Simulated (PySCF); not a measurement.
All values below come from PBE-D3(BJ)/def2-TZVP // PBE0-D3(BJ)/def2-SVP run with PySCF. Isolated molecules, 0 K electronic values unless said otherwise. One relaxed conformer stands for a flexible species; it need not be the lowest. Excitations are Tamm–Dancoff values on a coarser integration grid. The basis has no diffuse functions, so Rydberg states are missing or too high.

Reference species (SMILES): `[SiH2]1[SiH2][SiH2][SnH2][SiH2][SiH2]1` (neutral, multiplicity 1).

The T1 excitation (TDA) is 4.75 eV. The HOMO–LUMO gap comes out as 4.92 eV and the LUMO is -1.61 eV. The S1 oscillator strength is 0.005.

Changed species: `[SiH2]1[SiH2][SiH2][GaH][SiH2][SiH2]1` (a SiH2 unit replaced by GaH1; the reference has a SiH2 unit replaced by SnH2).

Task: Give the shifts of the T1 excitation (TDA), HOMO–LUMO gap, LUMO and S1 oscillator strength.

Result: the T1 excitation (TDA) drops by 2.07 eV, to 2.68 eV; the HOMO–LUMO gap falls by 1.97 eV, to 2.95 eV; the LUMO falls by 1.60 eV, to -3.21 eV; the S1 oscillator strength is nearly the same.
